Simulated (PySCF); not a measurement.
**Orbital energies and ionisation energy**

Species: FH₈N₃Si₃.
Cartesian coordinates in Å at the PBE0-D3(BJ)/def2-SVP level; atoms count from 1:
```
atom  x, y, z in Å
F1    -1.7704   -2.0353    1.6293
Si2   -1.3136   -1.3249    0.2358
N3     0.3824   -1.5477    0.0453
Si4    1.6166   -0.3994   -0.3848
N5     0.7997    1.0947   -0.7167
Si6   -0.6691    1.7284   -0.0444
N7    -1.6680    0.3558    0.3369
H8    -2.1243   -2.0387   -0.7831
H9     0.7123   -2.4616    0.3488
H10    2.3693   -0.7737   -1.6234
H11    2.6184   -0.3251    0.7258
H12    1.1788    1.6268   -1.4940
H13   -0.4757    2.5530    1.1904
H14   -1.2768    2.6265   -1.0763
H15   -2.5628    0.5633    0.7757
```

Level: CAM-B3LYP/def2-SVPD (PySCF). Frontier orbitals with their largest atomic shares (Löwdin; up to four atoms above 4 %):

```json
{"orbital": "HOMO−3", "ε (eV)": "-11.23", "main atoms": "H8 19 %, Si2 18 %, F1 12 %, N7 9 %"}
{"orbital": "HOMO−2", "ε (eV)": "-9.55", "main atoms": "N5 27 %, N3 21 %, N7 20 %, Si2 8 %"}
{"orbital": "HOMO−1", "ε (eV)": "-9.04", "main atoms": "N7 32 %, N3 28 %, Si6 8 %, Si4 6 %"}
{"orbital": "HOMO", "ε (eV)": "-8.96", "main atoms": "?"}
{"orbital": "LUMO", "ε (eV)": "0.86", "main atoms": "Si4 23 %, Si6 23 %, H12 13 %, N5 9 %"}
{"orbital": "LUMO+1", "ε (eV)": "1.05", "main atoms": "Si2 14 %, Si6 13 %, Si4 13 %, H15 8 %"}
{"orbital": "LUMO+2", "ε (eV)": "1.36", "main atoms": "Si4 16 %, Si6 15 %, H9 11 %, H15 11 %"}
```

Problem. What vertical ionisation energy does ΔSCF give, and how far is −ε(HOMO) from it?

Solution. ΔSCF: 9.68 eV (934 kJ/mol; threshold wavelength 128 nm); ⟨S²⟩ of the doublet left behind is 0.760, against 0.75 for a pure doublet. −ε(HOMO) is 8.96 eV, 0.72 eV below it. For the exact functional −ε(HOMO) would equal the first vertical ionisation energy; CAM-B3LYP (range-separated hybrid) falls short of its own ΔSCF value by 7 %.

Problem. On which atoms does the HOMO lie?

Solution. N5 (nitrogen bridging silicon atoms) 30 %, Si4 (SiH2 silicon) 12 %, Si6 (SiH2 silicon) 10 %, H11 (Si–H hydrogen) 9 %, so no atom holds as much as 40 %. The HOMO−1 lies 0.08 eV lower.

Problem. With α = 91.9 au, estimate the like-pair dispersion coefficient by London's formula C6 = (3/4)α²I.

Solution. I = 0.3556 Eh, so C6 ≈ 2250 au, a rough estimate.

Problem. What total energies stand behind the ΔSCF value?

Solution. E(N) = -1137.09980 Eh and E(N − 1) = -1136.74417 Eh at the same geometry, 0.35563 Eh apart.

Isolated species at its PBE0-D3(BJ)/def2-SVP geometry (one conformer only).
